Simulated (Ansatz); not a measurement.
A made-up structure of MgH2SeO, singlet:

O1  (-1.798, -0.197, -0.418)
Mg2  (-0.153, 0.251, 0.001)
Se3  (2.083, 0.888, 0.642)
H4  (0.915, -1.083, 0.194)
H5  (2.478, -0.529, 0.629)
(Å)

It is relaxed with PBE-D4/def2-SVP and then PBE0-D4/def2-TZVP (Ansatz 0.2.0). Atoms count as bonded within 1.22 times the sum of their covalent radii (H–H: 0.88 Å). The end point is not checked to be a true minimum.

(1) Does its bonding change? (A judgement: the text doesn't fix the answer.)

Results:

(1) By the calculation: Yes. Formed: O1–H4; broken: Mg2–H4.

Where it ends: The first stage lowers the energy by 5.85 eV in 34 steps. It ends as MgH₂SeO ([OH][Mg][SeH]):
```xyz
5
angstrom
O -1.0387 -0.7307 -0.0336
Mg 0.4975 0.0598 0.2868
Se 2.5885 1.1994 0.6693
H -1.8281 -1.2501 0.0291
H 3.3067 0.0506 0.0958
```

Labels in which every atom is bracketed show which atoms are joined, not bond orders.

For scale, one of the runs: PBE0-D4/def2-TZVP relaxation, 123 basis functions, launched by `ansatz run in.yaml --threads 2 --pin off --events-out ev --progress --plain --max-ram 4352MiB`. The run took about 32 s on 2 CPU threads of an Arm Neoverse V2 (shared host).
